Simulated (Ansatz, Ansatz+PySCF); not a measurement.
```xyz
4

H     0.6000    0.6500    0.0000
H    -0.6000    0.6500    0.0000
H    -0.6000   -0.6500    0.0000
H     0.6000   -0.6500    0.0000
```

Basis set: cc-pVDZ (spherical functions). All electrons are correlated. Charge 0, multiplicity 1.

Computed with Ansatz (development build ahead of 0.2.0); each method stands on the lowest determinant of its kind that the runs found. Restricted open shells among the atoms or ions are ROHF, correlated in semicanonical orbitals with singles. Restricted functionals stand beside restricted open-shell atoms, which can lie above the unrestricted atoms usual in DFT and then raise those values.

The atomization energy at this shape (free ground-state atoms in the same class of orbitals less the molecule, no zero-point energy) of singlet H4:

```tsv
method	atomization energy
r²SCAN (unrestricted)	358.0 kJ/mol
PBE0 (unrestricted)	324.4 kJ/mol
PBE (unrestricted)	340.6 kJ/mol
ωB97X (unrestricted)	294.2 kJ/mol
RHF-CCSD(T)	296.3 kJ/mol
UHF-CCSD(T)	287.4 kJ/mol
ωB97X (restricted)	249.9 kJ/mol
r²SCAN (restricted)	259.9 kJ/mol
PBE0 (restricted)	248.1 kJ/mol
UHF-MP2	232.4 kJ/mol
RHF-MP2	182.0 kJ/mol
UHF	148.0 kJ/mol
RHF	-17.9 kJ/mol
```

What does PBE (restricted) give?

278.4 kJ/mol. Caution for r²SCAN (unrestricted): the unrestricted determinant is spin contaminated. Caution for PBE0 (unrestricted), PBE (unrestricted), ωB97X (unrestricted), UHF-CCSD(T), UHF-MP2, UHF: the unrestricted determinant is a mixture of spin states. Caution for RHF-CCSD(T), PBE (restricted), ωB97X (restricted), r²SCAN (restricted), PBE0 (restricted), RHF-MP2, RHF: an unrestricted determinant lies well below. Caution for RHF-CCSD(T), RHF-MP2: large amplitudes, a single reference is doubtful. Caution for UHF-CCSD(T): another reference gives a lower total; the program doubts this total. Caution for UHF-CCSD(T), UHF-MP2: bonds are stretched, where a single reference can fail. Caution for UHF-CCSD(T), UHF-MP2, UHF: the determinant breaks the point group.
